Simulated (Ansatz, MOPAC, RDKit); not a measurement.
Molecule: C3H6O (charge 0, singlet). SMILES: C[C@H]1CO1

Atoms: C1, C2, C3, O4, H5, H6, H7, H8, H9, H10. Bonds: C1-C2, C1-H5, C1-H6, C1-H7, C2-C3, C2-O4, C2-H8, C3-O4, C3-H9, C3-H10.

Bond lengths (Å) and angles (degrees) optimised at MMFF94 with RDKit; PM3 with MOPAC; HF/STO-3G with Ansatz (a program for electronic structure); HF/3-21G with Ansatz; HF/6-31G* with Ansatz; B3LYP/6-31G* with Ansatz, each started from the B3LYP-D3(BJ)/def2-TZVP structure (Ansatz) of the last column. A row stands for all coordinates that are equal there; 11 of 27 kinds are shown. 6-31G* holds six Cartesian d functions. No wavenumbers were computed at MMFF94, HF/STO-3G, so these may be saddle points.

```
coordinate  MMFF94    PM3  HF/STO-3G  HF/3-21G  HF/6-31G*  B3LYP/6-31G*  B3LYP-D3(BJ)/def2-TZVP
----------  ------  -----  ---------  --------  ---------  ------------  ----------------------
C1-C2        1.487  1.500      1.531     1.505      1.505         1.508                   1.501
C1-H5        1.094  1.098      1.087     1.084      1.085         1.096                   1.092
C1-H6        1.094  1.097      1.087     1.084      1.086         1.097                   1.093
C1-H7        1.095  1.098      1.086     1.083      1.084         1.095                   1.091
C2-C3        1.505  1.489      1.485     1.473      1.453         1.470                   1.463
C2-O4        1.431  1.440      1.433     1.471      1.404         1.435                   1.433
C2-H8        1.081  1.107      1.090     1.072      1.079         1.093                   1.088
C3-O4        1.436  1.430      1.433     1.474      1.405         1.433                   1.431
C1-C2-C3     121.3  121.1      121.7     120.6      122.6         122.4                   122.4
C1-C2-O4     114.5  117.2      118.1     114.8      116.5         116.6                   116.7
C3-C2-O4      58.5   58.4       58.8      60.1       58.9          59.1                    59.2
```

Mean signed difference of all 10 bond lengths from B3LYP-D3(BJ)/def2-TZVP: MMFF94 0.003 Å, PM3 0.009 Å, HF/STO-3G 0.004 Å, HF/3-21G 0.002 Å, HF/6-31G* -0.011 Å, B3LYP/6-31G* 0.005 Å.
